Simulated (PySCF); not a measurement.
[Co(NH3)6]2+: what the settings change

The complex [Co(NH3)6]2+ (charge +2) contains Co(II), shell d7. The structure is a PBE0-D3(BJ)/def2-SVP, IEF-PCM water geometry optimised for multiplicity 4; coordination octahedral, point group S6, metal–donor distances 2.18 Å.

```
25

Co    0.000    0.000    0.000
N    -0.018   -0.018    2.179
H     0.913    0.018    2.599
H    -0.531    0.766    2.586
H    -0.457   -0.857    2.560
N     0.018    0.018   -2.179
H    -0.913   -0.018   -2.599
H     0.457    0.857   -2.560
H     0.531   -0.766   -2.586
N     2.179   -0.018   -0.018
H     2.599    0.913    0.018
H     2.586   -0.531    0.766
H     2.560   -0.457   -0.857
N    -2.179    0.018    0.018
H    -2.599   -0.913   -0.018
H    -2.560    0.457    0.857
H    -2.586    0.531   -0.766
N    -0.018    2.179   -0.018
H     0.018    2.599    0.913
H     0.766    2.586   -0.531
H    -0.857    2.560   -0.457
N     0.018   -2.179    0.018
H    -0.018   -2.599   -0.913
H     0.857   -2.560    0.457
H    -0.766   -2.586    0.531
```

Method (PySCF 2.14, density fitting): CASSCF(7,5) with orbitals averaged over all microstates of the shell, strongly contracted NEVPT2 on the averaged canonical orbitals; basis x2c-TZVPall on the metal, x2c-SVPall elsewhere; spin-free X2C; IEF-PCM water; spin-orbit coupling by state interaction with the mean-field operator over all roots.

Base run: NEVPT2 ground state 4Ag (from 4T1g), next 4Eg (from 4T1g) at 28, then 2Eg at 8680 cm⁻¹, 10Dq(CASSCF) 8648, B(CASSCF) 1194, ζ 515 cm⁻¹, μeff(300 K) 5.25 μB.

Task: What happens with the basis x2c-TZVPall on all atoms?

Result: NEVPT2 ground state 4Ag (from 4T1g), next 4Eg (from 4T1g) at 30, then 2Eg at 8870 cm⁻¹, 10Dq(CASSCF) 8530, B(CASSCF) 1194, ζ 515 cm⁻¹, μeff(300 K) 5.26 μB.

Task: What happens with orbitals averaged over the highest spin alone?

Result: NEVPT2 ground state 4Ag (from 4T1g), next 4Eg (from 4T1g) at 27, then 2Eg at 9252 cm⁻¹, 10Dq(CASSCF) 8628, B(CASSCF) 1206, ζ 518 cm⁻¹, μeff(300 K) 5.27 μB.

4Eg (from 4T1g) (28 cm⁻¹) lies within 300 cm⁻¹ of 4Ag (from 4T1g) at NEVPT2 level, inside the method's error: they are parts of one split term, whose order is undecided, and g values and low-temperature moments can hang on it. NEVPT2 lifts 4Eg (from 4T2g) from 7524 to 9960 cm⁻¹; on the d shell alone it tends to overshoot states that fill the eg-type orbitals.
